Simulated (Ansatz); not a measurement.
ClF2GeH3Si can be A, `F[Si](F)(Cl)[GeH3]`, or B, `[F][Ge]([F])([SiH3])[Cl]`.

Computed with Ansatz on PBE0-D4/def2-TZVP structures; ΔE is electronic, products minus reactants. CCSD(T)/CBS adds triple-zeta CCSD(T) − MP2 to the extrapolated MP2 energy (def2 sets, frozen cores). Functionals use def2-TZVPP. For Ge outer-core shells are correlated without core-valence functions, which leaves a few kJ/mol of doubt a bond. Scalar relativity is left out up to krypton.

A:

Z-matrix (Å, degrees):
```
Si
F 1 1.585
Cl 1 2.033 2 107.7
F 1 1.585 2 106.5 3 115.2
Ge 1 2.368 2 111.2 3 -123.5
H 5 1.533 1 108.7 2 -178.9
H 5 1.534 1 109.5 2 -58.7
H 5 1.533 1 108.7 2 61.5
```

B:

Z-matrix (Å, degrees):
```
Ge
F 1 1.725
Si 1 2.383 2 112.3
F 1 1.724 2 103.8 3 121.5
Cl 1 2.130 2 106.2 3 -126.7
H 3 1.481 1 106.9 2 178.4
H 3 1.481 1 106.9 2 -62.1
H 3 1.481 1 107.6 2 58.2
```

(1) Which isomer does CCSD(T)/CBS put lower? Give the gap. (Best estimate.)

(2) Give E(B) − E(A) in kJ/mol with BLYP-D4, LDA (SPW92), HF/def2-TZVPP, CCSD(T)/def2-TZVPP, MP2/def2-TZVPP, B2PLYP, PBE-D4. (Best estimate.)

(3) Does the order hold for the free energy at 298.15 K (harmonic terms from PBE0-D4)? (Estimate.)

Largest T1 diagnostic: 0.012.

## Answers

(1) Ansatz gave: A, by 176.9 kJ/mol.

(2) The calculation gave: BLYP-D4 155.2, LDA (SPW92) 179.7, HF/def2-TZVPP 161.3, CCSD(T)/def2-TZVPP 166.8, MP2/def2-TZVPP 170.5, B2PLYP 164.5, PBE-D4 157.6. None reverses the order clearly.

(3) The calculation gave: Yes: G(B) − G(A) = +174.8 kJ/mol.

In def2-TZVPP, CCSD(T) changes the Hartree–Fock value by +5.5 kJ/mol (the triples alone add −2.1 kJ/mol) and MP2 by +9.2 kJ/mol. At CCSD(T), def2-SVP lies −44.4 kJ/mol from the extrapolated value and def2-TZVPP −10.1 kJ/mol.
